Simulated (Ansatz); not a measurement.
```yaml
crystal:
  periodic: [false, false, false]
  atoms:
    - {symbol: C, position_ang: [1.072196, 1.036156, -1.122450]}
    - {symbol: P, position_ang: [0.082472, -0.070512, -0.089797]}
    - {symbol: C, position_ang: [1.245522, -1.157303, 0.768575]}
    - {symbol: C, position_ang: [-0.870193, -1.116768, -1.216019]}
    - {symbol: In, position_ang: [-1.431905, 1.224928, 1.553067]}
    - {symbol: Cl, position_ang: [0.161236, 2.398779, 2.813727]}
    - {symbol: Cl, position_ang: [-2.729515, 2.498497, 0.070147]}
    - {symbol: Cl, position_ang: [-2.530308, -0.537395, 2.645283]}
    - {symbol: H, position_ang: [1.707623, 0.474700, -1.810714]}
    - {symbol: H, position_ang: [0.402220, 1.685586, -1.688628]}
    - {symbol: H, position_ang: [1.692573, 1.661683, -0.478209]}
    - {symbol: H, position_ang: [0.683495, -1.867839, 1.377232]}
    - {symbol: H, position_ang: [1.878000, -1.699203, 0.062130]}
    - {symbol: H, position_ang: [1.868953, -0.555419, 1.432146]}
    - {symbol: H, position_ang: [-1.454335, -1.828284, -0.629672]}
    - {symbol: H, position_ang: [-0.216708, -1.657314, -1.904193]}
    - {symbol: H, position_ang: [-1.561337, -0.490280, -1.782623]}
basis:
  gaussian: {orbitals: def2-SVPD}
total_charge: -1
magnetization: {spin_polarized: true, initial_magnetization: 1}
hamiltonian: {xc: {name: B3LYP-D3}}
output: {forces: true}
```

```sh
$ ansatz run in.yaml --threads 4 --pin off --events-out ev --progress --plain --max-ram 46080MiB --backend cpu
```

It prints (some lines left out):

```
Error: YAML parse error: error: line 25 column 19: hamiltonian.xc: no functional is named "B3LYP-D3"; the names, which are not case-sensitive, are SVWN5, SPW92, PBE, PBE0, PBEsol, revPBE, revPBE0, RPBE, rPW86-PBE, HSE06, wPBEh, LC-wPBE, HISS, HF, BLYP, B3LYP, B3LYP5, BHLYP, CAM-B3LYP, r2SCAN, r2SCANh, r2SCAN0, r2SCAN50, m-r2SCAN, B97, wB97, wB97X, wB97X-V, B97M-V, wB97M-V, B2PLYP, B2GP-PLYP, PBE0-DH, PBE-QIDH
23 | total_charge: -1
24 | magnetization: {spin_polarized: true, initial_magnetization: 1}
25 | hamiltonian: {xc: {name: B3LYP-D3}}
26 | output: {forces: true}
```

In this input the method's name isn't one that the program takes here. The program refused the input.
